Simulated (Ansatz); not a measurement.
The cluster Sn4Te9⁻: single points at one geometry.

```yaml
crystal:
  periodic: [false, false, false]
  atoms:
    - {symbol: Sn, position_ang: [-1.587476, -3.374861, -6.023010]}
    - {symbol: Sn, position_ang: [2.224918, 0.498414, 5.410275]}
    - {symbol: Sn, position_ang: [-0.427375, 0.743369, -0.699056]}
    - {symbol: Sn, position_ang: [3.341141, 0.362702, 0.902435]}
    - {symbol: Te, position_ang: [-0.918284, -1.205762, -4.363339]}
    - {symbol: Te, position_ang: [-2.229038, -1.382480, -1.766574]}
    - {symbol: Te, position_ang: [-4.023446, 0.764506, -1.250806]}
    - {symbol: Te, position_ang: [0.423795, -2.044999, -7.207065]}
    - {symbol: Te, position_ang: [0.843715, -0.891689, 1.388229]}
    - {symbol: Te, position_ang: [0.884616, 3.087743, 5.325783]}
    - {symbol: Te, position_ang: [4.246234, 1.048873, 3.397563]}
    - {symbol: Te, position_ang: [-2.634581, 1.405132, 1.073678]}
    - {symbol: Te, position_ang: [-0.144229, 0.989073, 3.811886]}
basis:
  gaussian: {orbitals: def2-TZVP, fitting: {mean_field: def2-universal-jkfit}, initial_orbitals: start.molden}
total_charge: -1
magnetization: {spin_polarized: true, initial_magnetization: 1}
hamiltonian: {xc: r2scan, dispersion: d4}
scf: {omitted_lower_state_checks: [starts]}
output: {orbitals: {seedname: orbitals}}
```

The file start.molden holds the orbitals of an earlier run on this structure, at another level or in another basis.

```sh
$ ansatz run in.yaml --threads 2 --pin off --events-out ev --progress --plain --max-ram 22528MiB --backend cuda --devices 0, --max-vram 18GiB
```

It prints (some lines left out):

```
Functional definition: r2SCAN
2834 factors; integrals over basis functions are off by at most 5.0e-1 eV
mean field evaluation 1: about -89017.6518 eV, gradient 9.1e0 eV
mean field evaluation 2: about -89017.8886 eV, gradient 3.3e-1 eV
mean field evaluation 4: about -89017.8878 eV, gradient 4.0e-2 eV
mean field evaluation 8: about -89017.8879 eV, gradient 1.9e-5 eV
mean field -89017.88786754 eV, -3271.3470406404 hartree, gradient 1.9e-5 eV, S^2 0.759270; 0 other end points of the search recorded, 0 dependent functions left out
reference -89017.88790382 eV, -3271.3470419737 hartree; 153, 152 occupied and 497, 498 virtual orbitals, 2834 factors
Total energy: -89018.26074086 eV, -3271.3607434823 hartree
Checks for a lower state left out: starts
```

Hardware: 2 threads of AMD EPYC 7R13 on a shared host and a share (18 GiB) of an NVIDIA H100 80GB HBM3. Wall time 8.5 s, peak host memory 1.5 GiB.

The first input with `gaussian: {orbitals: def2-SVP, initial_orbitals: start.molden}`, `hamiltonian: {xc: pbe}`, `correlation: {method: rpa}` and without the key `output` (abridged; 11 s):

```
Functional definition: PBE
mean field -88979.08106206 eV, -3269.9209168432 hartree, gradient 4.5e-6 eV, S^2 0.752541
52 core orbitals not correlated: weight in the atoms' cores, before any rotation towards them, 1.000 or more for the frozen orbitals, at most 0.000 for the correlated occupied ones
Total energy: -88680.51410898 eV, -3258.9487836934 hartree
Checks for a lower state left out: starts
```

As the first input, with `hamiltonian: {xc: pbe, dispersion: d4}`, `output: {forces: true, orbitals: {seedname: orbitals}}` (abridged; 7 s):

```
Functional definition: PBE
mean field -88982.33906112 eV, -3270.0406461003 hartree, gradient 1.5e-5 eV, S^2 0.753179
Total energy: -88983.99448484 eV, -3270.1014818001 hartree
Atom 0 force    -0.078644    -0.054044     0.039443 eV/Å
Atom 1 force    -0.018934    -0.016151    -0.023194 eV/Å
Atom 2 force     0.017654     0.007769    -0.045134 eV/Å
Atom 3 force    -0.045053     0.016116    -0.042604 eV/Å
Atom 4 force    -0.013299    -0.000916     0.031808 eV/Å
Atom 5 force     0.001161     0.041460    -0.025562 eV/Å
Atom 6 force     0.117083    -0.034758     0.022385 eV/Å
Atom 7 force     0.056793     0.062310     0.013143 eV/Å
Atom 8 force    -0.063542     0.009651     0.068254 eV/Å
Atom 9 force    -0.009087    -0.034112    -0.024017 eV/Å
Atom 10 force     0.004746     0.023140     0.035740 eV/Å
Atom 11 force     0.035188    -0.026229     0.072719 eV/Å
Atom 12 force    -0.004066     0.005763    -0.122981 eV/Å
Dipole moment:    -0.117787    -0.157927     0.839587 e Å
Checks for a lower state left out: starts
```

As the first input, with `gaussian: {orbitals: def2-SVP, initial_orbitals: start.molden}`, `correlation: {method: mp2}` and without the key `hamiltonian` (abridged; 8.5 s):

```
Functional definition: HF
mean field -88622.89299886 eV, -3256.8312469536 hartree, gradient 3.3e-6 eV, S^2 0.813633
52 core orbitals not correlated: weight in the atoms' cores, before any rotation towards them, 1.000 or more for the frozen orbitals, at most 0.000 for the correlated occupied ones
second order -39.91811567 eV of doubles, -0.00000000 eV of singles
Total energy: -88662.81111452 eV, -3258.2982106469 hartree
Checks for a lower state left out: starts
```

As the first input, with `hamiltonian: {xc: {name: PBE-QIDH}}` and without the key `output` (abridged; 12 s):

```
Functional definition: PBE-QIDH
mean field -88869.90742041 eV, -3265.9088595131 hartree, gradient 2.8e-6 eV, S^2 0.789498
52 core orbitals not correlated: weight in the atoms' cores, before any rotation towards them, 1.000 or more for the frozen orbitals, at most 0.000 for the correlated occupied ones
second order -164.51566099 eV of doubles, -0.00000000 eV of singles
Total energy: -88924.74599511 eV, -3267.9241399625 hartree
Checks for a lower state left out: starts
```

First input, but with `gaussian: {orbitals: def2-SVP, initial_orbitals: start.molden}`, `hamiltonian: {xc: pbe, dispersion: d4}` (abridged; 4.2 s):

```
Functional definition: PBE
mean field -88979.08108836 eV, -3269.9209178100 hartree, gradient 1.4e-5 eV, S^2 0.752541
Total energy: -88980.73650676 eV, -3269.9817533139 hartree
Checks for a lower state left out: starts
```

The first input with `hamiltonian: {xc: pbe0, dispersion: d4}` (abridged; 6.5 s):

```
Functional definition: PBE0
mean field -88986.43313451 eV, -3270.1911005225 hartree, gradient 2.0e-5 eV, S^2 0.761112
Total energy: -88987.92293893 eV, -3270.2458498252 hartree
Checks for a lower state left out: starts
```

Geometry: r2SCAN-D4/def2-SVP.

In the def2 sets Sn, Te take a core potential; there is no spin–orbit coupling. Correlated methods freeze 52 core orbitals; core or outer-core shells of Sn, Te are correlated, in sets that lack core-valence functions. Single mean-field runs in def2-TZVP are fitted with def2-universal-jkfit. Another isomer (doublet) lies 0.70 eV lower at PBE0-D4/def2-TZVP; other spin states weren't run for this one.
